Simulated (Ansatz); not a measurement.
Reaction (ligand exchange at a B–C bond): `BCC1CO1` + `C[SiH2]O` → `BO[SiH2]C` + `CC1CO1`

Isolated molecules relaxed with PBE0-D4/def2-TZVP in Ansatz; ΔE leaves out vibrations. CCSD(T)/CBS adds triple-zeta CCSD(T) − MP2 to the extrapolated MP2 energy (def2 sets, frozen cores). This one scheme is used for every species. Functionals use def2-TZVPP. B3LYP here is the variant with VWN-RPA as its local correlation; programs differ in this. Each species was taken in one conformer, which may not be the lowest.

`BCC1CO1`:

Cartesian coordinates in Å:
```
B -1.006 -1.011 -1.414
C 0.153 -0.194 -0.779
C 0.138 -0.058 0.714
C 0.689 1.102 1.407
O -0.713 0.951 1.238
H -1.218 -0.935 -2.590
H -1.655 -1.774 -0.758
H 1.048 -0.773 -1.080
H 0.287 0.782 -1.257
H 0.089 -0.997 1.267
H 1.046 1.009 2.429
H 1.143 1.899 0.823
```

`C[SiH2]O`:

Cartesian coordinates in Å:
```
C -0.030 -1.162 0.157
Si 0.417 0.623 -0.136
O -0.882 1.536 -0.589
H 0.864 -1.739 0.410
H -0.480 -1.604 -0.735
H -0.737 -1.267 0.984
H 1.379 0.742 -1.259
H 1.035 1.176 1.104
H -1.565 1.695 0.063
```

`BO[SiH2]C`:

Cartesian coordinates in Å:
```
B -1.494 -1.664 -0.327
O -1.043 -0.530 0.238
Si 0.484 0.004 0.622
C 0.814 1.584 -0.293
H -0.719 -2.527 -0.654
H -2.676 -1.781 -0.495
H 0.506 0.223 2.091
H 1.471 -1.049 0.262
H 1.796 1.980 -0.023
H 0.798 1.421 -1.373
H 0.063 2.338 -0.048
```

`CC1CO1`:

Cartesian coordinates in Å:
```
C -1.212 -0.282 -0.098
C 0.240 -0.183 -0.440
C 1.188 0.542 0.399
O 1.144 -0.875 0.409
H -1.361 -0.170 0.977
H -1.782 0.495 -0.614
H -1.614 -1.252 -0.400
H 0.485 -0.276 -1.498
H 0.829 1.025 1.305
H 2.083 0.977 -0.040
```

| level | ΔE (kJ/mol) |
| --- | --- |
| B3LYP-D4 | -147.6 |
| ωB97X-V | -141.9 |
| PBE | -139.7 |
| HF/def2-TZVPP | -151.1 |
| CCSD(T)/def2-TZVPP | -144.1 |
| HF/CBS(def2) | -152.1 |
| MP2/CBS(def2) | -141.8 |
| CCSD/CBS(def2) | -142.0 |

(1) What does CCSD(T)/CBS give? (An estimate is asked.)

Largest T1 diagnostic among the species: 0.012.

Answers

(1) The calculation gave: -142.1 kJ/mol. The listed levels differ from it by -5.5, 0.2, 2.4, -9.0, -2.0, -10.0, 0.3, 0.1 kJ/mol.

In def2-TZVPP, CCSD(T) changes the Hartree–Fock value by +7.0 kJ/mol (the triples alone add −0.0 kJ/mol) and MP2 by +7.3 kJ/mol.
